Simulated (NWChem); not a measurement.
System: CAuO, doublet; SMILES [O+]#[C-]->[Au]

Here is an NWChem input.

```
start job
memory heap 200 mb stack 900 mb global 1100 mb
geometry units angstroms noautoz
  Au     0.028996    -0.416998     0.000000
  O     -0.191789     2.559252     0.000000
  C      0.386033     1.574044     0.000000
end
basis spherical
  Au library def2-svp
  O library def2-svp
  C library def2-svp
end
ecp
  Au library def2-ecp
end
dft
  odft
  mult 2
  xc m06
  iterations 150
  mulliken
end
task dft energy
```

NWChem printed, in part:

```
             Northwest Computational Chemistry Package (NWChem) 7.3.0
             --------------------------------------------------------

 CS  symmetry detected

                             Geometry "geometry" -> ""
                             -------------------------

 Output coordinates in angstroms (scale by  1.889725989 to convert to a.u.)

  No.       Tag          Charge          X              Y              Z
 ---- ---------------- ---------- -------------- -------------- --------------
    1 Au                  79.0000    -0.00923621    -0.38438613     0.00000000
    2 O                    8.0000    -0.18979253     2.59457502     0.00000000
    3 C                    6.0000     0.37466678     1.60165067     0.00000000

 Effective nuclear repulsion energy (a.u.)     258.3021687445

      Symmetry information
      --------------------

 Group name             Cs
 Group number              2
 Group order               2
 No. of unique centers     3

                                 NWChem DFT Module
                                 -----------------

 Summary of "ao basis" -> "ao basis" (spherical)
 ------------------------------------------------------------------------------
       Tag                 Description            Shells   Functions and Types
 ---------------- ------------------------------  ------  ---------------------
 Au                         def2-svp                12       32   6s3p2d1f
 O                          def2-svp                 6       14   3s2p1d
 C                          def2-svp                 6       14   3s2p1d

      Symmetry analysis of basis
      --------------------------

        a'         42
        a"         18

            General Information
            -------------------
          SCF calculation type: DFT
          Wavefunction type:  spin polarized.
          No. of atoms     :     3
          No. of electrons :    33
           Alpha electrons :    17
            Beta electrons :    16
          Charge           :     0
          Spin multiplicity:     2
          Use of symmetry is: on ; symmetry adaption is: on
          Maximum number of iterations: 150
          AO basis - number of functions:    60
                     number of shells:    24
          Convergence on energy requested:  1.00D-06
          Convergence on density requested:  1.00D-05
          Convergence on gradient requested:  5.00D-04

              XC Information
              --------------
                          M06 Method XC Functional
                     Hartree-Fock (Exact) Exchange  0.270
                           M06 Exchange Functional  1.000
                         M06 Correlation Potential  1.000

             Grid Information
             ----------------
          Grid used for XC integration:  medium
          Radial quadrature: Mura-Knowles
          Angular quadrature: Lebedev.
          Tag              B.-S. Rad. Rad. Pts. Rad. Cut. Ang. Pts.
          ---              ---------- --------- --------- ---------
          Au                  1.35      123           8.0       590
          O                   0.60       49          10.0       434
          C                   0.70       49           9.0       434
          Grid pruning is: on
          Number of quadrature shells:   221
          Spatial weights used:  Erf1

      Superposition of Atomic Density Guess
      -------------------------------------

 Sum of atomic energies:        -264.76005704

      Non-variational initial energy
      ------------------------------

 Total energy =    -247.583081
 1-e energy   =    -547.500115
 2-e energy   =     220.903234
 HOMO         =      -0.171666
 LUMO         =      -0.006723

   Symmetry analysis of molecular orbitals - initial alpha
   -------------------------------------------------------

  Numbering of irreducible representations:

     1 a'          2 a"

  Orbital symmetries:

     1 a'          2 a'          3 a'          4 a'          5 a'
     6 a"          7 a'          8 a'          9 a'         10 a"
    11 a'         12 a"         13 a'         14 a"         15 a'
    16 a'         17 a'         18 a"         19 a'         20 a'
    21 a"         22 a'         23 a'         24 a'         25 a'
    26 a"         27 a'

   Symmetry analysis of molecular orbitals - initial beta
   ------------------------------------------------------

  Numbering of irreducible representations:

     1 a'          2 a"

  Orbital symmetries:

     1 a'          2 a'          3 a'          4 a'          5 a'
     6 a"          7 a'          8 a'          9 a'         10 a"
    11 a'         12 a"         13 a'         14 a"         15 a'
    16 a'         17 a'         18 a"         19 a'         20 a'
    21 a"         22 a'         23 a'         24 a'         25 a'
    26 a"         27 a'

     ---------------------------------------------
      Total Density - Mulliken Population Analysis
     ---------------------------------------------

    Atom       Charge   Shell Charges
 -----------   ------   -------------------------------------------------------
    1 Au  19    19.28   0.07 -0.48  1.82  0.61  0.84  0.48  5.58  0.44  0.10  8.78  1.03  0.00
    2 O    8     8.39   1.99  1.13  0.65  2.91  1.68  0.02
    3 C    6     5.34   1.99  1.01  0.53  1.24  0.49  0.07

     --------------------------------------------
      Spin Density - Mulliken Population Analysis
     --------------------------------------------

    Atom       Charge   Shell Charges
 -----------   ------   -------------------------------------------------------
    1 Au  19     0.63   0.00 -0.01  0.02 -0.01  0.27  0.22  0.00  0.00  0.08  0.05 -0.01  0.00
    2 O    8     0.06   0.00  0.00 -0.00  0.05  0.01  0.00
    3 C    6     0.32   0.00  0.08  0.10  0.09  0.03  0.00

   convergence    iter        energy       DeltaE   RMS-Dens  Diis-err
 ---------------- ----- ----------------- --------- --------- ---------
 d= 0,ls=0.0,diis     1   -248.7903477260 -3.28D+02  1.68D-02  2.04D-01
                                                     4.12D-02  2.13D-01
 d= 0,ls=0.5,diis     2   -248.1769607051  6.13D-01  6.38D-03  1.39D+00
                                                     1.20D-02  1.39D+00
 d= 0,ls=0.5,diis     3   -248.6402864208 -4.63D-01  5.44D-03  3.52D-01
                                                     1.21D-02  3.94D-01
 d= 0,ls=0.5,diis     4   -248.8067113686 -1.66D-01  4.58D-03  7.72D-02
                                                     7.35D-03  1.06D-01
 d= 0,ls=0.5,diis     5   -248.8653512058 -5.86D-02  2.27D-03  1.82D-02
                                                     4.09D-03  2.91D-02
  Resetting Diis
 d= 0,ls=0.5,diis     6   -248.8921858570 -2.68D-02  1.09D-03  8.02D-03
                                                     1.87D-03  7.67D-03
 d= 0,ls=0.5,diis     7   -248.8779762170  1.42D-02  3.03D-03  2.82D-03
                                                     3.77D-03  1.11D-02
 d= 0,ls=0.5,diis     8   -248.8898140476 -1.18D-02  1.70D-03  1.91D-03
                                                     2.04D-03  5.46D-03
 d= 0,ls=0.5,diis     9   -248.8957835021 -5.97D-03  1.36D-03  3.36D-04
                                                     1.55D-03  2.72D-03
 d= 0,ls=0.5,diis    10   -248.8998454466 -4.06D-03  7.10D-04  1.72D-04
                                                     1.05D-03  1.74D-03
 d= 0,ls=0.5,diis    11   -248.9021238938 -2.28D-03  3.40D-04  1.34D-04
                                                     8.54D-04  9.90D-04
 d= 0,ls=0.5,diis    12   -248.9034119488 -1.29D-03  2.11D-04  3.62D-05
                                                     7.49D-04  5.48D-04
 d= 0,ls=0.5,diis    13   -248.9042191040 -8.07D-04  1.32D-04  3.63D-05
                                                     5.92D-04  3.37D-04
 d= 0,ls=0.5,diis    14   -248.9047257533 -5.07D-04  1.20D-04  1.53D-05
                                                     4.77D-04  1.90D-04
 d= 0,ls=0.5,diis    15   -248.9050384380 -3.13D-04  8.26D-05  1.96D-05
                                                     3.57D-04  1.14D-04
 d= 0,ls=0.5,diis    16   -248.9052166550 -1.78D-04  7.68D-05  1.15D-05
                                                     2.83D-04  6.23D-05
 d= 0,ls=0.5,diis    17   -248.9053199389 -1.03D-04  5.13D-05  9.47D-06
                                                     2.12D-04  3.54D-05
 d= 0,ls=0.5,diis    18   -248.9053757086 -5.58D-05  4.04D-05  6.65D-06
                                                     1.59D-04  1.99D-05
 d= 0,ls=0.5,diis    19   -248.9054058235 -3.01D-05  3.10D-05  4.03D-06
                                                     1.16D-04  1.08D-05
 d= 0,ls=0.5,diis    20   -248.9054223341 -1.65D-05  2.40D-05  2.18D-06
                                                     8.37D-05  5.61D-06
 d= 0,ls=0.5,diis    21   -248.9054312399 -8.91D-06  1.84D-05  1.27D-06
                                                     6.08D-05  3.03D-06
 d= 0,ls=0.5,diis    22   -248.9054358692 -4.63D-06  1.45D-05  7.88D-07
                                                     4.44D-05  1.65D-06
 d= 0,ls=0.5,diis    23   -248.9054383282 -2.46D-06  1.14D-05  4.65D-07
                                                     3.22D-05  8.83D-07
 d= 0,ls=0.5,diis    24   -248.9054396612 -1.33D-06  8.65D-06  2.35D-07
                                                     2.34D-05  4.60D-07
 d= 0,ls=0.5,diis    25   -248.9054403856 -7.24D-07  6.62D-06  1.23D-07
                                                     1.70D-05  2.44D-07
 d= 0,ls=0.5,diis    26   -248.9054407587 -3.73D-07  5.16D-06  6.95D-08
                                                     1.23D-05  1.32D-07
 d= 0,ls=0.5,diis    27   -248.9054410341 -2.75D-07  4.04D-06  3.95D-08
                                                     9.31D-06  7.11D-08

[...]
```

Level: M06/def2-SVP with def2 effective core potentials on Au, spin-unrestricted. In the optimisation the excess spin sits in a' (Cs, its own frame). Geometry: optimised at PBE0/def2-SVP, spin-unrestricted. The spin multiplicity was typed, not searched, and may not be the lowest. No stability test was run on the SCF state. def2 effective core potentials on Au; no spin-orbit coupling.
